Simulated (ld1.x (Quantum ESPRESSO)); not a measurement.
# Sm (Z = 62), PAW: configuration errors across variants

- Element: Sm (Z = 62)
- Generator: ld1.x (Quantum ESPRESSO) 7.5
- Type: PAW
- Functional: BP86
- Relativity: fully relativistic
- Frozen core: [Kr] 4d10 4f6
- Valence charge: 10
- Reference configuration: 5s2 5p6 5d0 6s0 6p0 (charge +2)
- Partial waves: 5s (bound): rcut 1.80, rcutus 2.25 bohr; 6s (bound, empty): rcut 1.80, rcutus 2.25 bohr; 5p (bound): rcut 2.10, rcutus 2.20 bohr; 6p (bound, empty): rcut 2.10, rcutus 2.20 bohr; 5d (bound, empty): rcut 3.05, rcutus 4.05 bohr; 5d channel at -0.45 Ry: rcut 3.05, rcutus 4.05 bohr
- Local potential: all-electron potential smoothed inside 1.85 bohr (lloc = -1)
- Core correction: a·sin(br)/r model core inside 1.05 bohr
- Augmentation charge: BESSEL, radius 1.90 bohr

Open shells are filled in proportion to 2j + 1 (rel_dist='average').

All-electron excitation energies from the reference (eV): (1) 5s2 5p6 5d0 6s2 6p0 -17.239; (2) 5s2 5p6 5d0 6s1 6p0 -11.121; (3) 5s2 5p6 5d0 6s1.5 6p0 -14.793; (4) 5s2 5p5 5d0 6s2 6p0 11.175; (5) 5s2 5p6 5d0 6s0 6p1 -7.977.

4 further variants failed, have other tests or another functional or relativity, and are left out.

Errors AE − PS in meV (a dash: test not solved or not reliable):

```csv
change,(1),(2),(3),(4),(5),bound ghosts
base,-91,-36,-64,-102,-17,not determined
core correction a·sin(br)/r model core inside 1.86 bohr,-93,-37,-65,-107,-17,not determined
"waves 5s (bound): rcut 1.74, rcutus 1.84 bohr; 6s (bound): rcut 1.74, rcutus 1.84 bohr",-93,-37,-65,-115,-17,not determined
"waves 5d (bound): rcut 3.05, rcutus 5.06 bohr; 5d channel at -0.45 Ry: rcut 3.05, rcutus 5.06 bohr",-91,-36,-64,-102,-17,not determined
```

(1) Give the same row for: local potential all-electron potential smoothed inside 3.95 bohr (lloc = -1).

Answers

(1) -103, -40, -71, -137, –; bound ghosts: not determined.
